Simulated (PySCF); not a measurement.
C₄H₆ClF, SMILES FC1(CCl)CC1. Atoms are numbered in the order given.

```xyz
12

F     -0.6134     0.7638     1.3929
C     -0.6547    -0.0961     0.3188
C      0.6553    -0.7919     0.0988
Cl     1.9303     0.3234    -0.5353
C     -1.9554    -0.8254     0.0977
C     -1.5344     0.3088    -0.8243
H      1.0310    -1.2080     1.0536
H      0.5412    -1.6125    -0.6338
H     -1.9322    -1.8615    -0.2751
H     -2.7480    -0.6126     0.8311
H     -1.1975     0.0790    -1.8471
H     -2.0544     1.2715    -0.7099
```
Charge 0, spin multiplicity 1.

Geometry optimised at PBE-D3(BJ)/def2-SVP. The values are those of a single conformer.

Method: PBE/def2-TZVP (PySCF).

Atomic charges (e):

```csv
atom,Mulliken,IAO
F1,-0.19,-0.30
C2,0.27,0.29
C3,-0.18,-0.26
Cl4,-0.15,-0.11
C5,-0.28,-0.31
C6,-0.24,-0.31
H7,0.14,0.17
H8,0.13,0.17
H9,0.12,0.15
H10,0.13,0.17
H11,0.12,0.16
H12,0.13,0.17
```

Computed Mayer and Wiberg (Löwdin basis) orders of the bonds:
```csv
bond,Mayer,Wiberg
F1–C2,1.10,1.63
C2–C3,1.00,1.24
C3–Cl4,1.09,1.59
C2–C5,0.92,1.19
C2–C6,0.94,1.21
C5–C6,0.99,1.26
C3–H7,0.95,0.87
C3–H8,0.94,0.87
C5–H9,0.93,0.87
C5–H10,0.94,0.86
C6–H11,0.94,0.86
C6–H12,0.95,0.86
```
